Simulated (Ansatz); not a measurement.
An input meant for cis-Zr(PH3)2Br4 (ZrP2H6Br4) (charge 0, singlet).

```yaml
crystal:
  periodic: [false, false, false]
  atoms:
    - {symbol: Br, position_ang: [-0.578334, 0.159824, -3.492438]}
    - {symbol: Br, position_ang: [-3.486743, -0.099125, -0.624676]}
    - {symbol: Br, position_ang: [-0.569598, 2.477787, -0.359382]}
    - {symbol: Br, position_ang: [-0.388451, -2.464211, -0.611031]}
    - {symbol: P, position_ang: [-0.884575, -0.118078, 1.822135]}
    - {symbol: P, position_ang: [1.834934, 0.102223, -0.859668]}
    - {symbol: Zr, position_ang: [-0.996303, 0.014325, -1.009072]}
    - {symbol: H, position_ang: [-1.517908, 0.906754, 2.592283]}
    - {symbol: H, position_ang: [0.393433, -0.079038, 2.468974]}
    - {symbol: H, position_ang: [-1.405138, -1.264848, 2.499897]}
    - {symbol: H, position_ang: [2.464850, 0.041086, 0.426009]}
    - {symbol: H, position_ang: [2.531991, 1.247226, -1.358034]}
    - {symbol: H, position_ang: [2.601832, -0.923925, -1.494998]}
basis:
  gaussian: {orbitals: def2-SVP}
hamiltonian: {xc: {name: HF}}
correlation: {method: mp2, frozen_orbitals: {Br: 0}}
scf: {omitted_lower_state_checks: [starts]}
```

```sh
$ ansatz run in.yaml --threads 4 --pin off --events-out ev --progress --plain --max-ram 4787MiB
```

Output, abridged:

```
Functional definition: HF
Error: "frozen_orbitals" has no count for P
```

In this input frozen orbitals are typed for one element alone, and the program wants a count for each (the count typed has to fit that element's core, too). The program refused the input.
